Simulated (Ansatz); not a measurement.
Reaction (ligand exchange at the Si–O bond): `BN[SiH2]O` + H–F → `BN[SiH2]F` + H₂O

Calculated with Ansatz (gas phase, PBE0-D4/def2-TZVP geometries, no zero-point term in ΔE). CBS: MP2 limit from def2 TZ/QZ plus the TZ coupled-cluster correction, frozen cores. This one scheme is used for every species. Functionals use def2-TZVPP. Each species was taken in one conformer, which may not be the lowest.

| level | ΔE (kJ/mol) | difference from CCSD(T)/CBS |
| --- | --- | --- |
| PBE-D4 | -40.3 | 2.6 |
| BLYP-D4 | -43.5 | -0.6 |
| PBE0-D4 | -40.4 | 2.5 |
| r2SCANh-D4 | -43.5 | -0.6 |
| PBE | -42.1 | 0.8 |
| revPBE | -43.6 | -0.7 |
| BLYP | -47.3 | -4.4 |
| r2SCAN | -44.4 | -1.5 |
| r2SCANh | -44.0 | -1.1 |
| BHLYP | -47.3 | -4.4 |
| HF/def2-SVP | -48.4 | -5.5 |
| CCSD/def2-TZVPP | -42.7 | 0.2 |
| CCSD(T)/def2-TZVPP | -41.3 | 1.6 |
| HF/CBS(def2) | -51.9 | -9.0 |
| MP2/CBS(def2) | -41.5 | 1.4 |
| CCSD/CBS(def2) | -44.3 | -1.4 |
| CCSD(T)/CBS | -42.9 | 0 |

Largest T1 diagnostic among the species: 0.012.

Leaving LDA and LC-ωPBE aside and taking each functional with its dispersion term where it has one, the values, not all of them listed here, spread over 7.1 kJ/mol, from B97M-V to revPBE-D4. LDA lies +5.1 kJ/mol from PBE without D4. In def2-TZVPP, CCSD(T) changes the Hartree–Fock value by +8.9 kJ/mol (the triples alone add +1.4 kJ/mol) and MP2 by +10.3 kJ/mol.
